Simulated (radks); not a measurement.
The numbers below are computed, except where a source is named.
The gadolinium ion Gd19+, 45 electrons, occupied as [Kr] 4d9 (the NIST ground configuration). Code: a radial shooting solver on a logarithmic mesh with Libxc functionals. Model: Dirac Kohn-Sham, BLYP, spin-unpolarised, spherical densities, finite nucleus; open shells fill j = l - 1/2 first; Fermi nuclear charge, rms radius 5.1569 fm.

Radial electron density D(r) = 4 pi r^2 rho(r):

| r (bohr) | D(r) (e/bohr) |
|---|---|
| 0.001452 | 7.627 |
| 0.00186 | 11.23 |
| 0.002384 | 16.28 |
| 0.003055 | 23.16 |
| 0.003914 | 32.16 |
| 0.005016 | 43.32 |
| 0.006428 | 56.11 |
| 0.008171 | 68.79 |
| 0.01047 | 80.00 |
| 0.01342 | 86.60 |
| 0.0172 | 86.77 |
| 0.02204 | 81.77 |
| 0.02824 | 77.25 |
| 0.03618 | 80.96 |
| 0.04637 | 95.28 |
| 0.05942 | 110.5 |
| 0.07554 | 111.1 |
| 0.0968 | 95.80 |
| 0.124 | 85.67 |
| 0.159 | 94.67 |
| 0.2037 | 97.42 |
| 0.261 | 69.53 |
| 0.3345 | 40.21 |
| 0.4286 | 39.33 |
| 0.5493 | 41.00 |
| 0.6983 | 24.93 |
| 0.8948 | 7.543 |
| 1.147 | 1.047 |
| 1.469 | 0.05865 |
| 1.883 | 0.001018 |

D(r) has 4 maxima, at r = 0.0153, 0.0675, 0.187, 0.503 bohr, and minima at 0.0294, 0.124, 0.377 bohr, inside which lie 2.01, 11.24, 29.08 electrons.
